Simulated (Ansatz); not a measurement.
`CB(C)O[SiH3]` and `C[B](C)[ZnH]` differ in one atom or group.

Ansatz, PBE0-D4/def2-TZVP geometries, multiplicity 1. Each molecule was computed in one conformer, which needn't be the lowest.

Scalar relativity is left out up to krypton.

```csv
property,`CB(C)O[SiH3]`
HOMO–LUMO gap (PBE/def2-TZVPP) / eV,5.91
LUMO energy (ωB97M-V/def2-TZVPP) / eV,1.73
size of the dipole moment (ωB97M-V/def2-TZVPP) / D,0.66
size of the dipole moment (B3LYP/def2-TZVPP) / D,0.67
zero-point energy (PBE0-D4/def2-TZVP) / kJ/mol,281.3
HOMO energy (B3LYP/def2-TZVPP) / eV,-7.89
```

Q: What does the change do to each property? (Estimate.)

A: Ansatz gave: 
```
                                          property  `C[B](C)[ZnH]`  shift
               HOMO–LUMO gap (PBE/def2-TZVPP) / eV            2.91  -3.00
             LUMO energy (ωB97M-V/def2-TZVPP) / eV            0.19  -1.54
size of the dipole moment (ωB97M-V/def2-TZVPP) / D            1.35   0.69
  size of the dipole moment (B3LYP/def2-TZVPP) / D            1.42   0.75
    zero-point energy (PBE0-D4/def2-TZVP) / kJ/mol           215.0  -66.3
               HOMO energy (B3LYP/def2-TZVPP) / eV           -6.23   1.66
```

With PBE0 the HOMO rises by 1.72 eV and the LUMO falls by 1.79 eV, so the gap narrows by about 3.51 eV. PBE moves the HOMO by 1.33 eV and ωB97M-V by 1.94 eV. The zero-point energy changes by -66.3 kJ/mol with -9 modes. Dipoles are sizes alone; their direction can turn.

B3LYP here is the variant with VWN-RPA as its local correlation; programs differ in this.
